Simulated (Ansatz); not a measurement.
Compare A (`CC1(C)CCCCC1`) with its isomer B (`CC/C=C\C(C)(C)C`).

Isolated molecules relaxed with PBE0-D4/def2-TZVP in Ansatz; ΔE leaves out vibrations. CBS: MP2 limit from def2 TZ/QZ plus the TZ coupled-cluster correction, frozen cores. DFT in def2-TZVPP. Each species was taken in one conformer, which may not be the lowest.

Task: Which isomer does CCSD(T)/CBS put lower? Give the gap. (Best estimate.)

Result: Ansatz gave: A, by 23.0 kcal/mol.

Task: Give E(B) − E(A) in kcal/mol with CCSD(T)/def2-SVP, HF/def2-TZVPP, PBE-D4, CCSD/def2-TZVPP, PBE0-D4, r2SCAN-D4, CCSD(T)/def2-TZVPP. (Estimate.)

Result: The calculation gave: CCSD(T)/def2-SVP 25.0, HF/def2-TZVPP 19.4, PBE-D4 22.4, CCSD/def2-TZVPP 23.4, PBE0-D4 25.7, r2SCAN-D4 23.3, CCSD(T)/def2-TZVPP 23.0. None reverses the order clearly.

Largest T1 diagnostic: 0.009.

From r2SCAN to r2SCAN0 (25 % exact exchange), in def2-TZVPP and without D4, E(B) − E(A) moves by +2.4 kcal/mol. In def2-TZVPP, CCSD(T) changes the Hartree–Fock value by +3.6 kcal/mol (the triples alone add −0.4 kcal/mol) and MP2 by +5.6 kcal/mol.
